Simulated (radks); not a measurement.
Species: Ce3+. Configuration: [Xe] 4f1.

Calculated with a radial shooting solver on a logarithmic mesh with Libxc functionals: scalar-relativistic Kohn-Sham, SCAN, spin-unpolarised, spherical densities, finite nucleus; meta-GGA in the generalised Kohn-Sham scheme; Fermi nuclear charge, rms radius 4.8771 fm.

Energy parts (eV):
part                      energy
total                 -241100.90
kinetic                255539.59
electron-nucleus      -582670.86
Hartree                 91736.92
exchange-correlation    -5706.55

Orbitals (lengths in bohr, moments of r in powers of bohr; <r^-3> diverges for s and p1/2; r(max) is where P^2 peaks):
orbital	occ.	eigenvalue (eV)	<r^2>	<r^-3>	r(max)	<r>
1s	2	-40355.94	0.0008210	-	0.01574	0.02457
2s	2	-6501.455	0.01305	-	0.08897	0.1052
2p	6	-5821.224	0.01041	7974	0.07170	0.09237
3s	2	-1426.830	0.08835	-	0.2542	0.2781
3p	6	-1208.783	0.08853	1601	0.2490	0.2763
3d	10	-899.7859	0.07583	218.5	0.2055	0.2536
4s	2	-310.4830	0.4580	-	0.5932	0.6374
4p	6	-238.8794	0.5173	341.4	0.6191	0.6748
4d	10	-135.6706	0.6432	38.57	0.6521	0.7448
5s	2	-64.7812	2.552	-	1.373	1.510
5p	6	-46.5036	3.297	52.05	1.532	1.713
4f	1	-27.8642	1.435	4.370	0.7051	1.058

The highest occupied level is 4f at -27.864 eV. Summed over all electrons, <r^2> = 38.33 bohr^2, which gives a Langevin (diamagnetic) susceptibility term of -30.4 x 10^-6 cm^3/mol. For comparison, the ionisation energy in NIST's Atomic Spectra Database is 36.91 eV (semi-empirical). In exact Kohn-Sham theory the highest level is minus the ionisation energy, but local and semilocal functionals leave it too shallow, through self-interaction and a potential that decays too fast; potentials with the right tail come closer.

Beside tabulated values, note that spin-unpolarised runs miss the spin-polarisation part of the exchange energy of open shells.

Empty levels of this run are not shown, since the potential may be unsettled where no density lies.
